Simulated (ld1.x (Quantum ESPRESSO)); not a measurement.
**N, TM semilocal: configuration errors across variants**

* Element: nitrogen
* Generator: ld1.x (Quantum ESPRESSO) 7.5
* Type: norm-conserving Troullier–Martins (semilocal form)
* Functional: LDA (PZ)
* Relativity: non-relativistic
* Frozen core: [He]
* Valence charge: 5
* Reference configuration: 2s1 2p4
* Partial waves: 2s (bound): rc 0.70 bohr; 2p (bound): rc 2.20 bohr
* Local potential: the p channel
* Core correction: Bessel-smoothed model core, default radius (core density twice the valence density)

All-electron excitation energies from the reference (eV): (1) 2s2 2p3 -11.174; (2) 2s2 2p2 2.563; (3) 2s2 2p1 31.538; (4) 2s2 2p3.3 -12.841; (5) 2s2 2p2.5 -6.005; (6) 2s1 2p3 13.983; (7) 2s2 2p0 78.705; (8) 2s1 2p4 spin -3.197; (9) 2s2 2p3 spin -14.067.

Spin tests fill each open shell by Hund’s rule, majority spin first.

In the semilocal form every listed channel keeps its own potential, so the choice of the local channel does not act on these tests. It acts once the file is put into the separable form.

A semilocal file is local in each channel, so a ghost entry of none says nothing of the separable form that plane-wave codes build from it.

The default core radius of the base comes out at 0.40 bohr.

3 further variants failed, have other tests or another functional or relativity, and are left out.

Errors AE − PS in meV (a dash: test not solved or not reliable):

| change | (1) | (2) | (3) | (4) | (5) | (6) | (7) | (8) | (9) | bound ghosts |
| --- | --- | --- | --- | --- | --- | --- | --- | --- | --- | --- |
| base | -1.6 | +177 | +872 | -24 | +58 | +1.3 | +2883 | +23 | -9.6 | none |
| core correction Bessel-smoothed model core inside 0.42 bohr | -1.6 | +177 | +872 | -24 | +58 | +1.3 | +2883 | +23 | -9.5 | none |
| wave 2p (bound): rc 2.20 bohr becomes 2p (bound): rc 2.40 bohr | -15 | +244 | +1227 | -48 | +71 | +14 | +3938 | -15 | -69 | none |
| wave 2s (bound): rc 0.70 bohr becomes 2s (bound): rc 0.86 bohr | -0.8 | +176 | +867 | -23 | +58 | +1.1 | +2865 | +28 | -9.9 | none |
| all radii but the core radius scaled by about 1.37 (s 0.96, p 3.02 bohr) | -76 | +474 | +2420 | -144 | +105 | +95 | +7261 | -148 | -279 | none |
| core correction Bessel-smoothed model core inside 0.56 bohr | -1.3 | +177 | +872 | -24 | +58 | +1.3 | +2884 | +27 | -7.0 | none |
| all radii but the core radius scaled by about 1.17 (s 0.82, p 2.58 bohr) | -29 | +309 | +1559 | -71 | +83 | +31 | +4888 | -48 | -127 | none |

(1) Give the same row for: type PAW, which also changes the form from semilocal to separable; waves now 2s (bound): rcut 0.60, rcutus 0.70 bohr; 2s channel at 0.15 Ry: rcut 0.60, rcutus 0.70 bohr; 2p (bound): rcut 1.90, rcutus 2.20 bohr; 2p channel at 2.2 Ry: rcut 1.90, rcutus 2.20 bohr; local potential all-electron potential smoothed inside 1.15 bohr (lloc = -1); augmentation PSQ, radius 0.60 bohr.

## Answers

(1) -0.3, -0.2, -2.2, 0.0, -0.2, +1.1, +38, -1.5, –; bound ghosts: none.
